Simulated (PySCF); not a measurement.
Yb2H6 at several levels of theory

Computed with PySCF 2.14.0 (density fitting, no spin-orbit coupling) at the geometry relaxed with BP86:

```xyz
8
Yb2H6 (singlet in the valence; each metal's 4f electrons, 13 of them, lie in its core potential, out of spins and levels)
Yb    0.0000    0.0000    1.7279
Yb    0.0000    0.0000   -1.7279
H     1.2484    0.0000    0.0000
H    -1.2484    0.0000    0.0000
H     0.0000    1.6440    2.8008
H     0.0000   -1.6440    2.8008
H     0.0000    1.6440   -2.8008
H     0.0000   -1.6440   -2.8008
```

```json
{"level": "BP86", "basis": "Yb lcecp-1-SVP with ECP59, H def2-SVP", "state": "singlet", "HOMO (eV)": "-6.03", "gap (eV)": "3.12", "charge on Yb1 (e)": "0.66", "population of f-type functions on Yb1 (polarisation alone where 4f lies in the core)": "0.01", "dipole about the centre of mass (D)": "0.00", "largest force component (eV/Å)": "0.00"}
{"level": "B3LYP", "basis": "the same", "state": "singlet", "HOMO (eV)": "-6.97", "gap (eV)": "4.69", "charge on Yb1 (e)": "0.75", "population of f-type functions on Yb1 (polarisation alone where 4f lies in the core)": "0.01", "dipole about the centre of mass (D)": "0.00", "largest force component (eV/Å)": "0.12"}
{"level": "BP86", "basis": "Yb lcecp-1-TZVP with ECP59, H def2-TZVP", "state": "singlet", "HOMO (eV)": "-6.07", "gap (eV)": "3.15", "charge on Yb1 (e)": "0.87", "population of f-type functions on Yb1 (polarisation alone where 4f lies in the core)": "0.01", "dipole about the centre of mass (D)": "0.00", "largest force component (eV/Å)": "0.04"}
```

In the lcecp rows the 4f levels are missing from HOMO and gap, and the state counts the valence alone.

Charges are Mulliken's, which hang on the basis. The relaxation used the grid (50, 194), these runs (75, 302) or, all-electron (x2c bases, spin-free X2C Hamiltonian), (99, 590).

Task: A further run in the first row's basis gives HOMO (eV) -9.65, gap (eV) 9.13, charge on Yb1 (e) 0.79, population of f-type functions on Yb1 (polarisation alone where 4f lies in the core) 0.02, dipole about the centre of mass (D) 0.00, largest force component (eV/Å) 0.20. Which level was it?
A. wB97X
B. PBE0
C. revPBE

Result: A. The others give HOMO -5.89 eV (revPBE); -7.15 eV (PBE0).

In the first row's basis the gap widens with exact exchange: 3.1 to 3.2 eV for BP86, revPBE (none); 4.7 to 5.1 eV for B3LYP, PBE0 (a fixed share); 9.1 eV for wB97X (rising or full at long range).

An lcecp potential fixes the number of 4f electrons, so in runs with it no electron can move into or out of that shell.
